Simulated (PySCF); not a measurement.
FHSeTe, SMILES F[Te][SeH]. Heavy atoms are numbered as in [Te:1]([F:2])[SeH:3]. Hydrogens are named by the atom that carries them.

The structure is a stationary point at PBE0-D3(BJ)/def2-TZVP. The def2 effective core potentials stand for the cores of Te; spin–orbit coupling is left out. The values are those of a single conformer.

Calculation: r2SCAN/def2-TZVPD (PySCF).

Mulliken values depend strongly on the basis, most of all with diffuse functions as here. ESP charges are fitted to the potential on shells at 1.4 to 2.0 van der Waals radii. Atomic charges (e), one atom of each kind:

| atom | Mulliken | ESP fit |
|---|---|---|
| Te1 | 0.43 | 0.20 |
| F2 | -0.40 | -0.22 |
| Se3 (SeH) | -0.22 | -0.08 |
| H on Se3 | 0.19 | 0.11 |
